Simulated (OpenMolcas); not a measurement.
Levels of N2+ by method

```yaml
Program: OpenMolcas 26.06
Basis: ANO-L-VTZP [4s3p2d1f]
Scalar_Hamiltonian: non-relativistic, point nucleus
Active_space: 3 electrons in 4 orbitals (2s 2p)
State_averaging: 2S+1 = 4 odd, 1 root; 2S+1 = 2 odd, 11 roots; 2S+1 = 4 even, 3 roots; 2S+1 = 2 even, 9 roots
Spin-orbit_coupling: RASSI with atomic mean-field integrals over the reference wave functions, term energies averaged over their components
```

Methods on the same reference wave functions:
A. CASSCF
B. SS-CASPT2, IPEA 0.25 Eh, imaginary shift 0.1 Eh (closed shells correlated: 1s)
C. MS-CASPT2, IPEA 0.25 Eh, imaginary shift 0.1 Eh (closed shells correlated: 1s)
D. XMS-CASPT2, IPEA 0.25 Eh, imaginary shift 0.1 Eh (closed shells correlated: 1s)

Energies in cm⁻¹ above 2s² 2p ²P°_1/2, the measured ground level; measured values from Moore, Selected Tables of Atomic Spectra, NSRDS-NBS 3, section 5.

```json
{"Level": "2s² 2p ²P°_1/2", "A": "0.0", "B": "0.0", "C": "0.0", "D": "0.0", "Measured": "0.0"}
{"Level": "2s² 2p ²P°_3/2", "A": "158", "B": "158", "C": "159", "D": "158", "Measured": "174"}
{"Level": "2s 2p² ⁴P_1/2", "A": "51157", "B": "55280", "C": "55300", "D": "56740", "Measured": ""}
{"Level": "2s 2p² ⁴P_3/2", "A": "51216", "B": "55330", "C": "55360", "D": "56800", "Measured": "57247"}
{"Level": "2s 2p² ⁴P_5/2", "A": "51312", "B": "55430", "C": "55460", "D": "56900", "Measured": "57328"}
{"Level": "2s 2p² ²D_3/2", "A": "106650", "B": "101440", "C": "101460", "D": "102010", "Measured": "101031"}
{"Level": "2s 2p² ²D_5/2", "A": "106650", "B": "101440", "C": "101460", "D": "102010", "Measured": "101024"}
{"Level": "2s 2p² ²S_1/2", "A": "135949", "B": "132370", "C": "132400", "D": "133780", "Measured": "131004"}
{"Level": "2s 2p² ²P_1/2", "A": "156679", "B": "148780", "C": "148810", "D": "149280", "Measured": "145876"}
{"Level": "2s 2p² ²P_3/2", "A": "156789", "B": "148890", "C": "148920", "D": "149390", "Measured": "145986"}
{"Level": "2p³ ⁴S°_3/2", "A": "183606", "B": "185680", "C": "185700", "D": "187350", "Measured": "186797"}
{"Level": "2p³ ²D°_3/2", "A": "213067", "B": "204670", "C": "204700", "D": "204760", "Measured": "203089"}
{"Level": "2p³ ²D°_5/2", "A": "213067", "B": "204670", "C": "204700", "D": "204760", "Measured": "203075"}
{"Level": "2p³ ²P°_1/2", "A": "243036", "B": "233380", "C": "233430", "D": "234120", "Measured": "230404"}
{"Level": "2p³ ²P°_3/2", "A": "243044", "B": "233390", "C": "233440", "D": "234120", "Measured": "230409"}
```

Deviations, from unrounded energies. A percentage is the sum of absolute deviations over the sum of measured energies, with the sign that they share, or ± where signs differ.

```tsv
Against measurement	Levels	A	B	C	D
mean absolute deviation (cm-1)	13	7600	1700	1700	1800
fine structure of the ground term (%)	1	-9.5	-9.5	-9.1	-9.2
other configurations (%)	12	±5.5	±1.2	±1.2	±1.3
```

B, C lie about equally close to measurement and A furthest from it. The largest miss of B in the table is 2p³ ²P°_3/2, by +3000 cm-1. The ranking rests on the paired levels alone, and a cruder setting can come out closer through cancelling errors.

Among B to D the level of the table that moves most is 2p³ ⁴S°_3/2, by 1700 cm-1 (lowest in B, highest in D). Moves below CASPT2's spread within the term are not significant.

The mean deviations of B to D differ by less than CASPT2's widest spread within a term (760 cm-1), so their order carries little weight.

The lowest spin-free term lies below A's lowest term by 0.035 hartree in B, 0.035 hartree in C, 0.043 hartree in D.

Term energies are means over components that CASPT2 splits; among the terms shown or strongly mixed into the levels shown the widest spread is 760 cm-1 (2p³ ²D°, D). Computed and measured levels are paired by configuration, term and J; levels that our copy of the source lacks, or whose pairing is in doubt (as where it misses far off the trend of its configuration), stay unpaired and out of the deviations. Only configurations of the active space appear.

° marks odd parity.
